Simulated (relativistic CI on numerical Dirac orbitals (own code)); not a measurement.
# What each ingredient does to the levels of Rb12+

Base calculation: Dirac-Coulomb-Breit CI, orbitals from a KLI potential per configuration, model QED, unscaled Slater integrals.

Configuration list (outside the closed core [Ne]): 3s2 3p6 3d7, 3s2 3p5 3d8, 3s2 3p4 3d9, 3s 3p6 3d8, 3s2 3p6 3d6 4s, 3p6 3d9, 3s2 3p6 3d6 4p, 3s2 3p6 3d6 4d, 3s2 3p6 3d5 4s2, 3s 3p5 3d9, 3s2 3p6 3d5 4s 4p, 3s2 3p6 3d6 4f, 3s2 3p6 3d6 5s, 3s2 3p6 3d5 4p2, 3s2 3p5 3d7 4s, 3s2 3p6 3d6 5p. Levels of other configurations are missing.

Variants: (1) valence Slater integrals scaled by 0.9; (2) Breit term removed; (3) non-relativistic limit. Shifts of the energy above 3s2 3p6 3d7 4F_9/2, in cm⁻¹, for the lowest level and the first level of each name with at least 55 % of one term (blank where a level changes its place among those of its configuration and J or its character, or is not in the variant):

```csv
Level,Base,Δ(1),Δ(2),Δ(3)
3s2 3p6 3d7 4F_9/2,0.0,0.0,0.0,0.0
3s2 3p6 3d7 4F_7/2,9533.0,+92.0,+224.3,-9533.0
3s2 3p6 3d7 4F_5/2,15097.5,-43.0,+259.2,-15097.5
3s2 3p6 3d7 4F_3/2,18522.9,-168.8,+223.5,-18522.8
3s2 3p6 3d7 4P_5/2,44467.3,-3590.6,-208.2,-6047.1
3s2 3p6 3d7 2G_9/2,46797.4,-4020.7,+253.4,-4827.2
3s2 3p6 3d7 4P_1/2,49412.8,-3599.5,-10.4,-10992.6
3s2 3p6 3d7 2G_7/2,55566.8,-3975.9,+592.4,-13596.6
3s2 3p6 3d7 2D_5/2,63824.1,-4581.3,+153.9,-8630.2
3s2 3p6 3d7 2H_11/2,65030.7,-5848.9,+788.4,-6430.6
3s2 3p6 3d7 2P_1/2,65774.5,-3893.8,+540.6,-17505.5
3s2 3p6 3d7 2H_9/2,74335.3,-5617.7,+1056.8,-15735.1
3s2 3p6 3d7 2D_3/2,79726.0,-4492.8,+921.8,-24532.1
3s2 3p6 3d7 2F_5/2,101459.1,-9017.6,-86.9,-7304.9
```

At this charge energies of transitions that change n are usually good to better than 1 %, and those within a shell (Δn = 0) to a few per cent. Terms inside the open d or f shell come out 10 to 20 % too wide with unscaled integrals.

Ionisation energy from the two ground configurations alone: base 399.946 eV; valence Slater integrals scaled by 0.9 400.319 eV. The NIST ASD value (theoretical) is 400 eV.

LS names give the leading component of a level, which can be under half, so a name can repeat, a term be missing and a line seem to break the LS rules.
